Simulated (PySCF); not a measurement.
**C7H11: g tensor and hyperfine couplings**

Species: C₇H₁₁ (doublet state).
Geometry (GFN2-xTB, Å), atoms numbered from 1 in this order:
```
atom  x, y, z in Å
C1     2.280    0.343   -0.144
C2     0.824    0.346    0.089
C3    -0.276    0.354   -0.949
C4    -1.462    0.898   -0.138
C5    -1.261    0.093    1.169
C6    -0.011   -0.711    0.776
C7    -0.386   -1.155   -0.652
H8     2.816    0.238    0.799
H9     2.595   -0.484   -0.797
H10    2.588    1.271   -0.626
H11   -0.139    0.741   -1.955
H12   -2.417    0.684   -0.617
H13   -1.385    1.972    0.021
H14   -2.108   -0.554    1.395
H15   -1.074    0.736    2.027
H16    0.391   -1.399    1.514
H17   -1.366   -1.617   -0.787
H18    0.384   -1.750   -1.137
```

The hyperfine couplings belong to this conformer and change with its torsions.

The species is `C[C]1[C@@H]2CC[C@H]1C2` [radical].

Computed with UKS B3LYP, pcH-1 on C H, non-relativistic, mean-field spin-orbit, GIAO in PySCF 2.14.0. Geometry: GFN2-xTB; no solvent, vibrations or thermal averaging. The geometry wasn't refined by DFT: couplings that depend on bond lengths, twists or pyramidal angles can differ widely from those at the functional's own minimum. The SCF solution wasn't tested for stability.

```
g1, g2, g3                      : 2.00212, 2.00260, 2.00279
g_iso                           : 2.00251
Form of g                       : rhombic: the two nearest values differ by 28 % of g3 − g1
⟨S²⟩                            : 0.7535 (exact 0.7500)
HOMO–LUMO gap, α and β orbitals : 6.02, 7.03 eV
```

Isotropic coupling and dipolar principal values T1 to T3, in G (MHz turned into gauss with g_iso; 10 G = 1 mT):

```
atom  isotope  a_iso     T1     T2    T3  Mulliken spin population
  C1      13C   -4.5   -0.8   -0.7   1.5                     -0.07
  C2      13C   67.9  -27.7  -26.8  54.5                      0.96
  C3      13C   -6.0   -1.4   -0.5   1.9                     -0.04
  C4      13C   13.6   -1.0   -0.8   1.8                      0.02
  C5      13C   13.9   -1.0   -0.8   1.8                      0.02
  C6      13C   -6.0   -1.4   -0.5   2.0                     -0.04
  C7      13C   30.4   -1.7   -1.4   3.1                      0.03
  H8       1H    8.1   -2.0   -1.6   3.6                      0.01
  H9       1H   51.7   -1.6   -1.0   2.6                      0.08
 H10       1H   13.6   -2.0   -1.7   3.7                      0.01
 H11       1H    0.4   -1.6   -1.1   2.7                      0.00
 H12       1H    0.7   -0.8   -0.7   1.5                      0.00
 H13       1H   -0.7   -1.7   -0.9   2.6                      0.00
 H14       1H    0.8   -0.8   -0.7   1.5                      0.00
 H15       1H   -0.7   -1.7   -0.9   2.6                      0.00
 H16       1H    0.4   -1.6   -1.1   2.7                      0.00
 H17       1H   21.6   -1.2   -0.6   1.8                      0.03
 H18       1H   -1.0   -1.9   -0.9   2.8                      0.00
```

The largest Mulliken spin populations are on C2 (+0.96), H9 (+0.08) and C1 (-0.07). C2 is the only atom above +0.15. The positive populations add up to 1.16 and the negative ones to -0.16, together 2S = 1. The angles at C2 add up to 340.7°, so it is pyramidal.

Axes: g2 points within 15° of the C1–C2 bond.

Under fast tumbling the dipolar parts average out, and these isotropic splittings remain: 3 × 1H (H8/H9/H10, I = 1/2, 4 lines) with 2.45 mT, 1 × 1H (H17, I = 1/2, 2 lines) with 2.16 mT, 1 × 1H (H18, I = 1/2, 2 lines) with 0.10 mT, 2 × 1H (H12/H14, I = 1/2, 3 lines) with 0.08 mT, 2 × 1H (H13/H15, I = 1/2, 3 lines) with 0.07 mT and 2 × 1H (H11/H16, I = 1/2, 3 lines) with 0.04 mT.

Class means assume fast exchange of nuclei equivalent by connectivity; if that motion is slow, each nucleus keeps its own coupling. The three 1H nuclei of mean +68.6 MHz run from 22.8 to 144.9 MHz in the frozen geometry.

The 13C coupling of C2 (190.2 MHz) shows only in satellite lines or after enrichment, since that isotope makes up about 1.07 % of natural carbon.

β density exceeds α density at some nuclei, such as C3/C6 (-0.0150) and C1 (-0.0112), spin density in bohr⁻³. In a single determinant that takes different orbitals for the two spins, that is spin polarisation.
